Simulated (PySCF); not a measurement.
Species: C₂H₁₀OSi₄.
SMILES with atom numbers: `[CH2:1]=[CH:2][Si@@H:3]1[O:4][SiH2:5][SiH2:6][SiH2:7]1`

Cartesian coordinates in Å at the GFN2-xTB level; atoms count from 1:
```xyz
17
C2H10OSi4 angstrom
C      2.8510    0.1048    0.3800
C      2.2601   -0.1949   -0.7659
Si     0.4918    0.2695   -1.2113
O     -0.0395    1.3492   -0.0925
Si    -1.1466    1.4605    1.1091
Si    -2.3263   -0.5161    0.8051
Si    -1.0557   -1.4480   -0.9345
H      2.3394    0.6854    1.1312
H      3.8602   -0.1961    0.6205
H      2.8081   -0.7773   -1.4976
H      0.4936    1.0628   -2.4456
H     -1.8150    2.7341    0.8406
H     -0.3545    1.5894    2.3364
H     -2.3969   -1.3408    2.0229
H     -3.7414   -0.2905    0.4642
H     -1.8120   -1.7414   -2.1627
H     -0.4234   -2.7386   -0.6098
```

NICS = −σ at a ghost point: NICS(0) at the centroid of the ring atoms, NICS(1) 1 Å to either side along the normal of their mean plane, zz for the tensor component along that normal. Level: GIAO PBE0/pcSseg-1 (PySCF, non-relativistic, gas phase) on the GFN2-xTB geometry, one conformer.

Ring bond lengths (Å), with Mayer bond orders in brackets: Si3–O4 1.643 (0.90), O4–Si5 1.638 (0.90), Si5–Si6 2.322 (0.86), Si6–Si7 2.347 (0.86), Si7–Si3 2.328 (0.87).

Q: Give the NICS values of each ring in ppm.

A: 
```json
{"ring": "Si3–O4–Si5–Si6–Si7", "type": "5-membered ring with O and 4 Si; formal bonds all single", "NICS(0)": "-3.5", "NICS(1), two faces": "-2.6 / -2.6", "NICS(1)zz, two faces": "-0.8 / -0.5", "rms pucker (Å)": "0.03", "centre to ring atoms, mean (Å)": "1.73"}
```

Q: What do they say, and how far can they be read as aromaticity?

A: 
- Si3–O4–Si5–Si6–Si7: mean NICS(1)zz -0.6 ppm, near zero. Si3, Si5, Si6, Si7 have four or more neighbours, so the value isn't read as a sign of a π ring current.

Q: At the second NICS(1) probe listed for ring Si3–O4–Si5–Si6–Si7, 1 Å off the ring, what do the in-plane components average?

A: The isotropic value is a third of the trace: (3 × -2.6 − (-0.5))/2 = -3.7 ppm.

Q: What are the shieldings of the ring atoms and their hydrogens in the same run (means over atoms taken as equivalent)?

A: 
```json
{"atoms": "Si3", "environment": "oxygen-bound silicon", "σ isotropic (ppm)": "357.2", "principal values of the symmetric part, first atom (ppm)": "301.8, 342.2, 427.7"}
{"atoms": "O4", "environment": "siloxane oxygen", "σ isotropic (ppm)": "299.0", "principal values of the symmetric part, first atom (ppm)": "154.0, 361.6, 381.3"}
{"atoms": "Si5", "environment": "oxygen-bound silicon", "σ isotropic (ppm)": "366.9", "principal values of the symmetric part, first atom (ppm)": "299.8, 344.5, 456.5"}
{"atoms": "Si6", "environment": "SiH2 silicon", "σ isotropic (ppm)": "473.7", "principal values of the symmetric part, first atom (ppm)": "454.1, 463.7, 503.4"}
{"atoms": "Si7", "environment": "SiH2 silicon", "σ isotropic (ppm)": "476.0", "principal values of the symmetric part, first atom (ppm)": "458.4, 472.0, 497.7"}
{"atoms": "H11", "environment": "Si–H hydrogen", "σ isotropic (ppm)": "26.03", "principal values of the symmetric part, first atom (ppm)": "22.4, 23.9, 31.8"}
{"atoms": "H12", "environment": "Si–H hydrogen", "σ isotropic (ppm)": "26.11", "principal values of the symmetric part, first atom (ppm)": "22.2, 24.2, 31.9"}
{"atoms": "H13", "environment": "Si–H hydrogen", "σ isotropic (ppm)": "26.12", "principal values of the symmetric part, first atom (ppm)": "22.0, 24.7, 31.7"}
{"atoms": "H14", "environment": "Si–H hydrogen", "σ isotropic (ppm)": "28.22", "principal values of the symmetric part, first atom (ppm)": "24.7, 25.1, 34.9"}
{"atoms": "H15", "environment": "Si–H hydrogen", "σ isotropic (ppm)": "28.21", "principal values of the symmetric part, first atom (ppm)": "24.5, 25.1, 35.0"}
{"atoms": "H16", "environment": "Si–H hydrogen", "σ isotropic (ppm)": "28.28", "principal values of the symmetric part, first atom (ppm)": "24.5, 25.2, 35.1"}
{"atoms": "H17", "environment": "Si–H hydrogen", "σ isotropic (ppm)": "28.42", "principal values of the symmetric part, first atom (ppm)": "24.7, 25.7, 34.9"}
```
